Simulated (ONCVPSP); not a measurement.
# An all-electron radial function and its pseudo partner (beryllium (Be))

Columns: radius, all-electron u(r) and pseudo u(r) of the 1s shell (level -104.95 eV) of beryllium in the configuration 1s2 2s2; LDA (Perdew-Wang 92), scalar-relativistic, ONCV scheme, ONCVPSP 4.0.1.

```
r (bohr)  all-electron  pseudo
   0.032        0.4080  0.2974
   0.065        0.7272  0.5876
   0.098        0.9635  0.8460
   0.130        1.1286  1.0546
   0.162        1.2433  1.2155
   0.195        1.3196  1.3306
   0.228        1.3621  1.3984
   0.260        1.3777  1.4256
   0.292        1.3738  1.4229
   0.325        1.3540  1.3967
   0.358        1.3221  1.3543
   0.390        1.2825  1.3037
   0.422        1.2367  1.2488
   0.455        1.1848  1.1905
   0.488        1.1301  1.1323
   0.520        1.0754  1.0760
   0.552        1.0200  1.0201
   0.585        0.9631  0.9630
   0.618        0.9070  0.9069
   0.650        0.8539  0.8538
   0.682        0.8023  0.8021
   0.715        0.7509  0.7508
   0.748        0.7017  0.7016
   0.780        0.6562  0.6561
   0.812        0.6128  0.6127
   0.845        0.5703  0.5702
```

(1) How many radial nodes do the two functions have?

(2) At about which radius was the pseudo-wave matched?

(3) Where does each function peak?

(4) Is the pseudo-wave norm-conserving?

Results:

(1) The all-electron 1s function has n − l − 1 = 0; the pseudo-wave has 0.

(2) 0.65 bohr. The columns agree to 0.0005 from 0.55 bohr on; several derivatives are matched, so the curves merge somewhat inside the radius.

(3) Outermost all-electron maximum near 0.26 bohr, pseudo maximum near 0.26 bohr (to the table’s step).

(4) Yes: the ONCV scheme keeps the norm inside the radius equal to the all-electron one, which fixes the energy derivative of the logarithmic derivative at the level.
